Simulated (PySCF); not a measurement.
```xyz
3
charge 0 multiplicity 1, angstrom
Bi   -0.0272    0.0000   -0.1750
O    -1.4745    0.0000    1.0207
F     1.5406    0.0000    1.1003
```

These are results of PBE0 in PySCF with Bi def2-TZVP with ECP60, O def2-TZVP, F def2-TZVP; scalar-relativistic core potentials, no spin–orbit coupling; density-fitted integrals, not measurements.

This geometry of BiOF is a stationary point at this level.

Task: What is the point group?

Result: Cs.

Task: Is it a minimum?

Result: Yes: all harmonic wavenumbers are real.

Task: Give the atomic charges and bond orders.

Result: 
```json
{"atom": "Bi1", "Mulliken": "1.12", "Löwdin": "0.85", "polar tensor": "1.32", "Mayer order to Bi1": "–"}
{"atom": "O2", "Mulliken": "-0.63", "Löwdin": "-0.49", "polar tensor": "-0.65", "Mayer order to Bi1": "1.96"}
{"atom": "F3", "Mulliken": "-0.49", "Löwdin": "-0.36", "polar tensor": "-0.67", "Mayer order to Bi1": "0.78"}
```

Task: What is the atomisation energy, with and without zero-point energy?

Result: 751 kJ/mol without, 742 kJ/mol with.

Only a few start shapes were tried, so a lower isomer may exist. No spin–orbit coupling is included, which matters more the heavier the element.
